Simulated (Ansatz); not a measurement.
Compare A (`Cc1ccnc(C)c1`) with its isomer B (`N#CC1C=CCCC1`).

Gas-phase electronic energies from Ansatz, PBE0-D4/def2-TZVP geometries. CCSD(T)/CBS is the MP2 limit (def2-TZVPP, def2-QZVPP) plus CCSD(T) − MP2 in def2-TZVPP, frozen cores. DFT in def2-TZVPP. B3LYP here is the variant with VWN-RPA as its local correlation; programs differ in this.

(1) Which isomer does CCSD(T)/CBS put lower? Give the gap. (Estimate.)

(2) Give E(B) − E(A) in kJ/mol with BLYP-D4, MP2/def2-TZVPP, CCSD(T)/def2-SVP, B2PLYP, B3LYP, LDA (SPW92), B3LYP-D4. (Estimate.)

Largest T1 diagnostic: 0.012.

Answers

(1) Computed: A, by 67.2 kJ/mol.

(2) Computed: BLYP-D4 100.9, MP2/def2-TZVPP 74.6, CCSD(T)/def2-SVP 59.6, B2PLYP 85.6, B3LYP 98.7, LDA (SPW92) 120.0, B3LYP-D4 97.8. None reverses the order clearly.

At CCSD(T), def2-SVP lies −7.7 kJ/mol from the extrapolated value and def2-TZVPP −5.6 kJ/mol. From r2SCAN to r2SCAN0 (25 % exact exchange), in def2-TZVPP and without D4, E(B) − E(A) moves by −5.4 kJ/mol.
